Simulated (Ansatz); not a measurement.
```yaml
crystal:
  periodic: [false, false, false]
  atoms:
    - {symbol: N, position_ang: [-2.537422, 2.643560, -0.693906]}
    - {symbol: Hf, position_ang: [0.805754, -0.248640, -1.238199]}
    - {symbol: N, position_ang: [1.348473, -2.360286, 2.560250]}
    - {symbol: F, position_ang: [-0.373489, -2.917702, -4.352000]}
    - {symbol: F, position_ang: [4.343266, 1.867921, -2.379425]}
    - {symbol: H, position_ang: [-3.641449, 3.066053, 1.197416]}
    - {symbol: H, position_ang: [-3.270392, 4.134327, -2.291516]}
    - {symbol: H, position_ang: [0.547761, -4.248699, 3.217163]}
    - {symbol: H, position_ang: [2.758346, -1.769389, 4.282512]}
basis:
  gaussian: {orbitals: def2-mTZVP, nuclear_model: gaussian, point_charges: [{charge: 0.50, position_ang: [4.688, -0.080, -0.715]}]}
hamiltonian: {xc: {name: B97}}
output: {forces: true}
```

```sh
$ ansatz run in.yaml --threads 2 --pin off --events-out ev --progress --plain --max-ram 32768MiB --backend cpu
```

It prints (some lines left out):

```
Functional definition: B97
1095 factors; their error is unknown
mean field evaluation 1: about -9675.7271 eV, gradient 1.5e2 eV
mean field evaluation 2: about -8103.9187 eV, gradient 5.0e2 eV
mean field evaluation 4: about -9010.9396 eV, gradient 2.7e2 eV
mean field evaluation 8: about -9747.3016 eV, gradient 1.2e1 eV
mean field evaluation 16: about -9750.1663 eV, gradient 2.7e-1 eV
mean field evaluation 32: about -9750.2017 eV, gradient 2.3e-4 eV
mean field -9750.20165217 eV, -358.3133017932 hartree, gradient 2.2e-6 eV, S^2 0.000000; 10 other end points of the search recorded, 0 dependent functions left out
reference -9750.20170098 eV, -358.3133035870 hartree; 24, 24 occupied and 100, 100 virtual orbitals, 1095 factors
Total energy: -9750.20170098 eV, -358.3133035870 hartree
Atom 0 at    -2.537422     2.643560    -0.693906 Å, force    -1.903154     1.852240     0.531909 eV/Å
Atom 1 at     0.805754    -0.248640    -1.238199 Å, force     0.084464    -0.108909    -0.699792 eV/Å
Atom 2 at     1.348473    -2.360286     2.560250 Å, force     0.359041    -1.736339     2.499296 eV/Å
Atom 3 at    -0.373489    -2.917702    -4.352000 Å, force     0.230259     0.497798     0.610071 eV/Å
Atom 4 at     4.343266     1.867921    -2.379425 Å, force    -0.584465    -0.869527     0.659659 eV/Å
Atom 5 at    -3.641449     3.066053     1.197416 Å, force     1.288242    -0.389030    -2.414473 eV/Å
Atom 6 at    -3.270392     4.134327    -2.291516 Å, force     0.725817    -1.576219     1.880827 eV/Å
Atom 7 at     0.547761    -4.248699     3.217163 Å, force     1.199552     2.632953    -0.810713 eV/Å
Atom 8 at     2.758346    -1.769389     4.282512 Å, force    -1.593940    -0.774174    -1.858513 eV/Å
Dipole moment:    -2.107077     0.246495     2.197029 e Å
```

Task: Something in this input is off. What?

Result: The geometry is stretched to more than twice its size. The run converged. The result belongs to that input, not to the molecule as meant.
